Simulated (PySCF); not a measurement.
Compound: C3H8ClNOSi.
SMILES: `CC(=O)N[SiH2]CCl`

A PySCF run (density fitting, gas phase, GFN2-xTB geometry) gave HOMO -8.54 eV, LUMO -0.66 eV, dipole 2.63 D.

Problem. Which of these levels was it?
A. PBE0/def2-SVPD
B. PBE0/pcSseg-1
C. PBE0/MINI

Solution. C. It is PBE0/MINI. All candidates on this geometry:

```
                                              level and settings           kind  basis functions  SCF cycles     E (Eh)  HOMO (eV)  LUMO (eV)  dipole (D)
PBE0/MINI, damping 0.2 at the start, DIIS from the seventh cycle  global hybrid               51          18  -992.5026      -8.54      -0.66        2.63
                                                  PBE0/def2-SVPD  global hybrid              218          14  -997.8986      -7.80       0.08        2.66
                                                   PBE0/pcSseg-1  global hybrid              173          14  -998.2335      -7.76       0.30        2.63
```

The nearest other candidate, by the summed differences of HOMO and LUMO, is PBE0/def2-SVPD: its HOMO differs by +0.74 eV and its LUMO by +0.74 eV. Cycle counts include a coarse-grid stage where the run had one.

The values belong to the conformer `[CH3:1][C:2](=[O:3])[NH:4][SiH2:5][CH2:6][Cl:7]`: C1–C2–N4–Si5 178°, C2–N4–Si5–C6 180°, N4–Si5–C6–Cl7 58°.
